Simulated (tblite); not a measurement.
Species: C6H4NS (doublet state).
Structure used (GFN2-xTB), in Å, numbered top down from 1:
```xyz
12
C6H4NS angstrom
C     -3.5178    0.0693   -0.2771
C     -2.4202   -0.4176   -0.2934
C     -1.1614   -1.0527   -0.3668
S     -1.0520   -2.5417   -1.2576
C     -0.0767   -0.5715    0.2168
C      1.0411   -0.1464    0.7230
C      1.9740    0.7337    0.0265
N      3.0174    1.1083    0.6197
H     -4.4689    0.5111   -0.2467
H      1.3420   -0.4168    1.7282
H      1.6835    1.0074   -0.9950
H      3.6403    1.7162    0.0962
```

Computed values, GFN2-xTB/tblite, gas phase, harmonic and unscaled. Against measured fundamentals such values can be off by several per cent, at times by over 20. One conformer, not necessarily the lowest. Open shells enter through the occupations alone, without spin polarisation, and single modes of such species can be off by tens of per cent.

Harmonic wavenumbers (cm⁻¹): 54.4, 79.5, 123.7, 136.9, 169.6, 223.6, 370.5, 389.7, 445.1, 483.9, 497.5, 628.2, 650.3, 674.4, 720.3, 819.3, 955.6, 987.9, 1022.5, 1119.0, 1199.1, 1302.4, 1370.9, 1687.2, 1948.5, 2240.8, 2858.1, 3021.6, 3362.2, 3394.2.

A = 3004, B = 849.0, C = 689.0 MHz; mass 122.006 u (most abundant isotopes); point group C1, symmetry number 1; spin multiplicity 2.

Question: Zero-point energy?

Answer: Half the sum of the wavenumbers: 16468 cm⁻¹ = 47.09 kcal/mol.

Question: Give the ideal-gas entropy at 400 K and 1 bar in the rigid-rotor, harmonic-oscillator model (classical rotation).

Answer: Translation 41.80, rotation 30.47, vibration 33.15, spin (R ln 2) 1.38: S = 106.8 cal/(mol K).

Question: And Cp and H(400 K) − H(0)?

Answer: Cp = 38.21 cal/(mol K), of which vibrations give 30.27 (their classical limit is 30 R = 59.6); H(400 K) − H(0) = 9.90 kcal/mol without the zero-point energy, 6.72 from vibrations.

Question: Blend soft modes into free rotors: weight 1/[1 + (100 cm⁻¹/ν̃)⁴] for the oscillator and the rest for a rotor with moment μB/(μ + B), μ = h/(8π²ν), B = 10⁻⁴⁴ kg m². What vibrational entropy results?

Answer: 30.63 cal/(mol K) in place of 33.15, which changes −T·S at 400 K by +1.01 kcal/mol.

Question: What must be added to the electronic energy to get the Gibbs energy at 400 K and 1 bar?

Answer: ZPE + [H(400 K) − H(0)] − T·S = 47.09 + 9.90 − 42.72 = 14.27 kcal/mol.

Question: How do the functions run with temperature in this model?

Answer: 
```csv
T (K),S (cal/(mol K)),Cp (cal/(mol K)),H − H(0) (kcal/mol),G − H(0) (kcal/mol),ln q(vib)
100,70.2,17.6,1.25,-5.76,1.47
200,84.9,25.6,3.42,-13.55,3.80
300,96.6,32.6,6.35,-22.64,6.06
500,115.8,42.6,13.95,-43.96,10.29
800,137.9,51.1,28.13,-82.17,15.85
1000,149.7,54.8,38.74,-110.96,19.11
```

q(vib) and H(0) count from the zero-point level.

Question: Which modes carry the vibrational entropy at 400 K?

Answer: 54.4 cm⁻¹: 5.23; 79.5 cm⁻¹: 4.48; 123.7 cm⁻¹: 3.61; 136.9 cm⁻¹: 3.41; 169.6 cm⁻¹: 3.00; 223.6 cm⁻¹: 2.47 cal/(mol K); the other 24 give 10.94 together.

Hindered rotation and anharmonicity are outside this model. Other conformers, if any are populated, would add a mixing term that is left out. The structure is chiral; the term R ln 2 for an equal mix with its mirror image is left out.
